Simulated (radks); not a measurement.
Spin polarisation of the 5s1 shell in In2+. Start: [Kr] 4d10 5s(up 0.5, down 0.5); electrons of 5s are moved from spin down to spin up, other shells keep equal spins. All-electron calculation, scalar-relativistic Kohn-Sham, r2SCAN, spin-polarised, spherical densities, finite nucleus; meta-GGA in the generalised Kohn-Sham scheme; Fermi nuclear charge, rms radius of each element as measured or else 0.836 A^(1/3) + 0.57 fm. Program: a radial shooting solver on a logarithmic mesh with Libxc functionals.

| moment (Bohr magnetons) | E - E(0) (eV) | e(5s up) (eV) | e(5s down) (eV) | 4d down minus up (eV) | 4p down minus up (eV) | 4s down minus up (eV) |
|---|---|---|---|---|---|---|
| 0 | 0.000 | -23.404 | -23.404 | 0.000 | 0.000 | 0.000 |
| 0.25 | -0.033 | -23.637 | -23.118 | 0.077 | 0.021 | 0.018 |
| 0.5 | -0.130 | -23.873 | -22.840 | 0.154 | 0.042 | 0.036 |
| 0.75 | -0.292 | -24.125 | -22.560 | 0.233 | 0.062 | 0.054 |
| 1 | -0.522 | -24.371 | -22.240 | 0.314 | 0.082 | 0.070 |

At moment 1 the spin-polarisation energy is -0.522 eV and the 5s exchange splitting 2.131 eV, that is 2.131 eV per Bohr magneton; E = -I m^2/4 would give I = 2.088 eV.
